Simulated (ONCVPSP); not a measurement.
## Before and after: ONCV potential for mercury (Hg)

| Quantity | Value |
| --- | --- |
| Element | mercury (Hg) |
| Generator | ONCVPSP 4.0.1 |
| Type | optimised norm-conserving Vanderbilt (ONCV) |
| Functional | revPBE |
| Relativity | scalar-relativistic |
| Frozen core | [Xe] 4f14 |
| Valence charge | 12 |
| Reference configuration | 5d10 6s1.5 6p0.5 |
| Partial waves | 6s: rc 2.40 bohr, ncon 3, nbas 8, qcut 2.3 1/bohr, 2 projectors, debl 2 Ha; 6p: rc 3.50 bohr, ncon 3, nbas 6, qcut 2.2 1/bohr, 2 projectors, debl 0.5 Ha; 5d: rc 1.70 bohr, ncon 4, nbas 9, qcut 8.2 1/bohr, 2 projectors, debl 2.7 Ha; f scattering state at 0.08 Ha: rc 3.30 bohr, ncon 4, nbas 9, qcut 3.2 1/bohr, 1 projector |
| Local potential | polynomial inside 1.05 bohr (lpopt 4, dvloc0 0 Ha) |
| Core correction | none |

Change: s: qcut 1.6; p: qcut 1.5; d: qcut 5.7; f: qcut 2.2.

Cutoffs: the cutoffs (Ha) at which the residual kinetic energy of the hardest occupied pseudo-wave falls to 1 and 0.1 mHa per electron; they do not see the model core or the augmentation charge, which bear on the density cutoff. Errors are all-electron minus pseudo energies relative to the spin-unpolarised reference configuration.

Question: Predict the effect on cutoff, ghosts and configuration errors.

Answer: The potential gets harder (22 Ha and 41 Ha → 36 Ha and 101 Ha); both files keep a bound ghost (f, p, s); of the 3 tests that both files solve, the error grows in 0 and shrinks in 3 by more than 15 % and 0.3 meV (median size 2.6 → 1.3 meV).

| quantity | base | changed |
| --- | --- | --- |
| cutoff, loose | 22 Ha | 36 Ha |
| cutoff, tight | 41 Ha | 101 Ha |
| loose cutoff by channel | s 18 Ha, p 1.1 Ha, d 22 Ha | s 30 Ha, p 1.1 Ha, d 36 Ha |
| bound ghosts | s, p, f | s, p, f |
| GHOST(+) flags under 300 eV | s at 100.1 eV | none |
| tests with a reliable result | 3 of 4 | 3 of 4 |
| error for 5d10 6s2 6p0, meV [ΔE -2.93 eV] | +1.3 | -0.6 |
| error for 5d10 6s1 6p0, meV [ΔE 7.64 eV] | -4.3 | -1.3 |
| error for 5d10 6s1 6p1, meV [ΔE 3.09 eV] | +2.6 | +2.2 |
| s: phases at 2.44 bohr within 0.05 rad from the reference energy up to (Ha; the scan ends near 5) | 2.6 | 2.6 |
| p: phases at 3.55 bohr within 0.05 rad from the reference energy up to (Ha; the scan ends near 5) | 1.2 | 1.1 |
| d: phases at 1.72 bohr within 0.05 rad from the reference energy up to (Ha; the scan ends near 5) | to the end of the scan | to the end of the scan |
| f: phases at 3.35 bohr within 0.05 rad from the reference energy up to (Ha; the scan ends near 5) | 1.2 | n/a |

 A true bound ghost makes a file unfit for plane-wave use even where its test errors are small: the radial tests pick states by their node count and pass the ghost by.
